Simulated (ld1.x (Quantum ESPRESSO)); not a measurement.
**Building the ultrasoft potential for copper (Cu) (PBEsol, scalar-relativistic).**

ld1.x (Quantum ESPRESSO) 7.5 was run on this input:

```
&input
   title='Cu', zed=29., rel=1, dft='PBESOL', iswitch=3,
   config='[Ar] 3d9 4s0 4p0',
   nld=3, rlderiv=2.15, eminld=-9.0, emaxld=5.0, deld=0.04
 /
 &inputp
   pseudotype=3, tm=.true., lloc=-2, rcloc=1.95,
   nlcc=.false.,
   file_pseudopw='Cu.UPF', file_wfcaegen='ae.wfc', file_wfcncgen='nc.wfc', file_beta='beta', file_chi='chi', file_wfcusgen='us.wfc'
 /
6
4S  1  0   0.00   0.00  1.80  1.95  0.0
4S  1  0   0.00   0.55  1.80  1.95  0.0
3P  2  1   6.00   0.00  1.00  1.25  0.0
4P  3  1   0.00   0.00  1.00  1.25  0.0
3D  3  2   9.00   0.00  1.30  1.45  0.0
3D  3  2   0.00  -1.35  1.30  1.45  0.0
 &test
   configts(1)='3p6 3d9 4s0 4p0'
 /
```

Command:

```bash
ld1.x < Cu.in > Cu.out
```

Resulting log (shortened: banner, matrices, multipoles, cross overlaps and the repeated all-electron block are left out):

```
Program LD1 v.7.5
     --------------------------- All-electron run ----------------------------

     Cu
     scalar relativistic calculation

     atomic number is 29.00
     dft =PBESOL   lsd =0 sic =0 latt =0  beta=0.20 tr2=1.0E-14
     Exchange-correlation= PBESOL
                           (   1   4  10   8   0   0   0)
     mesh =1199 r(mesh) = 100.25372 a.u. xmin = -7.00 dx = 0.01250
     1 Ry =  13.60569312 eV, c = 137.03599908

     n l     nl                  e(Ry)          e(Ha)          e(eV)
     1 0     1S 1( 2.00)      -651.8291      -325.9145     -8868.5867
     2 0     2S 1( 2.00)       -79.9018       -39.9509     -1087.1188
     2 1     2P 1( 6.00)       -69.2416       -34.6208      -942.0805
     3 0     3S 1( 2.00)       -10.2856        -5.1428      -139.9430
     3 1     3P 1( 6.00)        -7.1613        -3.5807       -97.4346
     3 2     3D 1( 9.00)        -2.1759        -1.0880       -29.6047
     4 0     4S 1( 0.00)        -1.6277        -0.8139       -22.1463
     4 1     4P 1( 0.00)        -1.1117        -0.5558       -15.1249

     final scf error:  7.0E-15 reached in  32 iterations

     Etot =   -3304.820424 Ry,   -1652.410212 Ha,  -44964.372515 eV

     Ekin =    3353.747721 Ry,    1676.873860 Ha,   45630.062298 eV
     Encl =   -7911.047324 Ry,   -3955.523662 Ha, -107635.282168 eV
     Eh   =    1383.468551 Ry,     691.734275 Ha,   18823.048546 eV
     Exc  =    -130.989371 Ry,     -65.494686 Ha,   -1782.201191 eV

     normalization and overlap integrals

     s(1S/1S) =  1.000000  <r> =   0.0522  <r2> =    0.0037  r(max) =   0.0341
     s(2S/2S) =  1.000000  <r> =   0.2354  <r2> =    0.0654  r(max) =   0.1960
     s(2P/2P) =  1.000000  <r> =   0.2065  <r2> =    0.0523  r(max) =   0.1585
     s(3S/3S) =  1.000000  <r> =   0.7106  <r2> =    0.5837  r(max) =   0.6112
     s(3P/3P) =  1.000000  <r> =   0.7455  <r2> =    0.6566  r(max) =   0.6189
     s(3D/3D) =  1.000000  <r> =   0.9212  <r2> =    1.1126  r(max) =   0.5961
     s(4S/4S) =  1.000000  <r> =   2.2758  <r2> =    5.8967  r(max) =   1.9546
     s(4P/4P) =  1.000000  <r> =   2.7664  <r2> =    8.7547  r(max) =   2.3577

     ------------------------ End of All-electron run ------------------------

     --------------------- Generating US pseudopotential ---------------------

      Generating local potential from pseudized AE potential:
      Matching radius rcloc =   1.9500
      Enforcing V''(0)=0 (lloc=-2)

      Local pseudo, rcloc= 1.930 Estimated cut-off energy=     8.18 Ry

      Wfc   4S  rcut= 1.791  Using Troullier-Martins method
      Wfc-us  4S rcutus= 1.930  Estimated cut-off energy=    11.88 Ry

      Wfc   4S  rcut= 1.791  Using Troullier-Martins method
      Wfc-us  4S rcutus= 1.930  Estimated cut-off energy=    15.84 Ry

      Wfc   3P  rcut= 1.008  Using Troullier-Martins method
      Wfc-us  3P rcutus= 1.262  Estimated cut-off energy=    53.08 Ry

      Wfc   4P  rcut= 1.008  Using Troullier-Martins method
      Wfc-us  4P rcutus= 1.262  Estimated cut-off energy=   100.23 Ry

      Wfc   3D  rcut= 1.294  Using Troullier-Martins method
      Wfc-us  3D rcutus= 1.466  Estimated cut-off energy=    54.51 Ry

      Wfc   3D  rcut= 1.294  Using Troullier-Martins method
      Wfc-us  3D rcutus= 1.466  Estimated cut-off energy=    70.72 Ry

     ------------------- End of pseudopotential generation -------------------

     Computing logarithmic derivative in   2.14679
     Computing logarithmic derivative in   2.14679
     Computing the partial wave expansion
     R is outside the sphere for l=    0 j= 0.00
     R is outside the sphere for l=    0 j= 0.00
     R is outside the sphere for l=    1 j= 0.00
     R is outside the sphere for l=    1 j= 0.00
     R is outside the sphere for l=    2 j= 0.00
     R is outside the sphere for l=    2 j= 0.00

     ---------------------- Testing the pseudopotential ----------------------

     Cu
     scalar relativistic calculation

     atomic number is 29.00   valence charge is 17.00
     dft =PBESOL   lsd =0 sic =0 latt =0  beta=0.20 tr2=1.0E-14
     mesh =1199 r(mesh) = 100.25372 xmin = -7.00 dx = 0.01250

     n l     nl             e AE (Ry)        e PS (Ry)    De AE-PS (Ry)
     2 1     3P   1( 6.00)       -7.16131       -7.16131       -0.00000
     3 2     3D   1( 9.00)       -2.17590       -2.17590        0.00000
     1 0     4S   1( 0.00)       -1.62772       -1.62773        0.00000
     3 1     4P   1( 0.00)       -1.11166       -0.99957       -0.11209  !

     eps = 3.8E-16  iter =  4

     Etot =   -3304.820424 Ry,   -1652.410212 Ha,  -44964.372515 eV
     Etotps =  -292.313405 Ry,    -146.156702 Ha,   -3977.126481 eV

     Ekin =      69.334913 Ry,      34.667456 Ha,     943.349548 eV
     Encl =    -510.746093 Ry,    -255.373047 Ha,   -6949.054606 eV
     Ehrt =     238.918156 Ry,     119.459078 Ha,    3250.647117 eV
     Ecxc =     -29.589479 Ry,     -14.794739 Ha,    -402.585370 eV
     Epseu=     -60.230902 Ry,     -30.115451 Ha,    -819.483169 eV

     ---------------------- End of pseudopotential test ----------------------
```

Generation and configuration tests took about 1.6 s on one core of a shared server CPU.

Transferability test of the new file with ld1.x, input:

```
&input
   title='Cu', zed=29., rel=1, dft='PBESOL', iswitch=2,
   config='[Ar] 3d9 4s0 4p0'
 /
 &test
   file_pseudo='Cu.UPF', nconf=8,
   configts(1)='3p6 3d9 4s0 4p0',
   configts(2)='3p6 3d10 4s1 4p0',
   configts(3)='3p6 3d10 4s0 4p0',
   configts(4)='3p6 3d8 4s0 4p0',
   configts(5)='3p6 3d10 4s0 4p1',
   configts(6)='3p6 3d9 4s1 4p1',
   configts(7)='3p6 3d9 4s1 4p0',
   configts(8)='3p6 3d10 4s0.5 4p0'
 /
```

```bash
ld1.x < Cu.test.in > Cu.test.out
```

Pseudopotential blocks of its output, shortened (energy terms left out):

```
     ---------------------- Testing the pseudopotential ----------------------

     n l     nl             e AE (Ry)        e PS (Ry)    De AE-PS (Ry)
     2 1     3P   1( 6.00)       -7.16131       -7.16131       -0.00000
     3 2     3D   1( 9.00)       -2.17590       -2.17590        0.00000
     1 0     4S   1( 0.00)       -1.62772       -1.62773        0.00000
     3 1     4P   1( 0.00)       -1.11166       -0.99957       -0.11209  !

     eps = 3.8E-16  iter =  4

     Etot =   -3304.820424 Ry,   -1652.410212 Ha,  -44964.372515 eV
     Etotps =  -292.313405 Ry,    -146.156702 Ha,   -3977.126481 eV

     ---------------------- End of pseudopotential test ----------------------
```

The test run then stopped with an error in chargeps: “negative rho”.
